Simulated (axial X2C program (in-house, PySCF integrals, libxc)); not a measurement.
Working with the constants of Te₂⁺

A bond curve at the TPSS level, 2c, was computed with an axial X2C code built on PySCF integrals (basis Te dyall-cv3z [11s12p8d4f1g] (cores contracted in-house)) for the state Ω = 1/2 (⟨Sz⟩ = -0.49, ⟨Lz⟩ = 0.99 at TPSS). Its fit gives Re = 2.5109 Å, ωe = 270.1 cm⁻¹, ωexe = 0.478 cm⁻¹ and αe = 9.248e-05 cm⁻¹; the masses are 129.9062 and 129.9062 u. Two-component means X2C with spin–orbit coupling and atomic mean-field Coulomb and Gaunt terms.

Find the reduced mass, Be and the force constant.

From the TPSS values: μ = 64.9531 u. Be = 16.8576/(μ Re²) = 0.04117 cm⁻¹. k = 5.8918×10⁻⁷ μ ωe² = 2.79 mdyn/Å.

Where do the fundamental and the first overtone lie?

ν(1←0) = ωe − 2ωexe = 269.1 cm⁻¹; ν(2←0) = 2ωe − 6ωexe = 537.3 cm⁻¹.

Estimate the centrifugal constant by the Kratzer relation.

D = 4Be³/ωe² = 3.82e-09 cm⁻¹.

Estimate De from a Morse curve and compare with the computed well depth of 3.813 eV to Te+ + Te.

De(Morse) = ωe²/(4ωexe) = 4.731 eV against 3.813 eV computed, a ratio of 1.24. The extrapolation overshoots: the well softens faster than a Morse curve, or the lowest atomic limit lies below the one to which the curve heads.

A Morse curve ties αe to the other constants (Pekeris). How well does that hold?

αe(Morse) = 6Be²/ωe × (√(ωexe/Be) − 1) = 9.063e-05 cm⁻¹; the TPSS curve gives 9.248e-05 cm⁻¹, a ratio of 0.98.

Occupations by symmetry block were frozen at the best pattern of an incomplete PBE0 search. De is counted from the lowest determinant-based energies of the atoms at the same level, without counterpoise correction. Density functionals use the spin component along the axis (collinear). The functionals have no current-density term, which raises determinants with orbital currents, atoms included.
